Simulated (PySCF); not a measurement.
A database entry of computed molecular properties.

```json
{
 "formula": "C3HCl2NO",
 "smiles": "Clc1cnc(Cl)o1",
 "inchi": "InChI=1S/C3HCl2NO/c4-2-1-6-3(5)7-2/h1H",
 "charge": 0,
 "multiplicity": 1,
 "geometry_level": "PBE0-D3(BJ)/def2-SVP",
 "electronic_structure_code": "PySCF",
 "results": {
  "PBE0-D3(BJ)/def2-SVP geometry optimisation, gas phase": {
   "point_group": "Cs",
   "rotational_constants_GHz": [5.814, 0.984, 0.842]
  },
  "B3LYP/def2-SVPD ground state and vertical TDDFT (core frozen in the response)": {
   "dipole_D": 1.11,
   "homo_eV": -7.11,
   "lumo_eV": -1.07,
   "S1_eV": 5.69,
   "strongest_line_of_6_singlets_eV": 5.69,
   "polarisability_au": 72.4,
   "r2_bohr2_about_centre_of_nuclear_charge": 1178.1,
   "singlets_eV_and_f": [
    [5.69, 0.298],
    [5.96, 0.0],
    [6.36, 0.002],
    [6.46, 0.002],
    [6.6, 0.001],
    [6.72, 0.052]
   ]
  }
 }
}
```

With B = h/(8π²I), that is 505.379 GHz u Å² over I, the principal moments of inertia are 86.9, 513.5 and 600.5 u Å² (most abundant isotopes); the inertial defect Ic − Ia − Ib is 0.1 u Å² (zero for a rigid planar frame, negative otherwise). The polarisability is 10.73 Å³ as a volume (1 au = 0.148185 Å³), or 1.06 au for each of the 68 electrons.

